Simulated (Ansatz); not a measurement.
Start from `C=C[N]([GeH3])[SiH2]Cl` and change one atom or group to get `C=CN([SiH2]Cl)[SiH2]Cl`.

Ansatz, PBE0-D4/def2-TZVP geometries, multiplicity 1. Each molecule was computed in one conformer, which needn't be the lowest.

Scalar relativity is left out up to krypton.

```
                                          property  `C=C[N]([GeH3])[SiH2]Cl`
size of the dipole moment (ωB97M-V/def2-TZVPP) / D                      1.50
                 HOMO energy (PBE/def2-TZVPP) / eV                     -5.48
             LUMO energy (ωB97M-V/def2-TZVPP) / eV                      1.97
               LUMO energy (B3LYP/def2-TZVPP) / eV                     -0.01
             HOMO energy (ωB97M-V/def2-TZVPP) / eV                     -8.74
  size of the dipole moment (B3LYP/def2-TZVPP) / D                      1.50
```

(1) Give the same properties after the change, and the shifts. (Best estimate.)

Results:

(1) The calculation gave: 
```tsv
property	`C=CN([SiH2]Cl)[SiH2]Cl`	shift
size of the dipole moment (ωB97M-V/def2-TZVPP) / D	0.49	-1.01
HOMO energy (PBE/def2-TZVPP) / eV	-5.88	-0.40
LUMO energy (ωB97M-V/def2-TZVPP) / eV	1.63	-0.34
LUMO energy (B3LYP/def2-TZVPP) / eV	-0.45	-0.44
HOMO energy (ωB97M-V/def2-TZVPP) / eV	-9.17	-0.43
size of the dipole moment (B3LYP/def2-TZVPP) / D	0.47	-1.03
```

Dipoles are sizes alone; their direction can turn.

B3LYP here is the variant with VWN-RPA as its local correlation; programs differ in this.
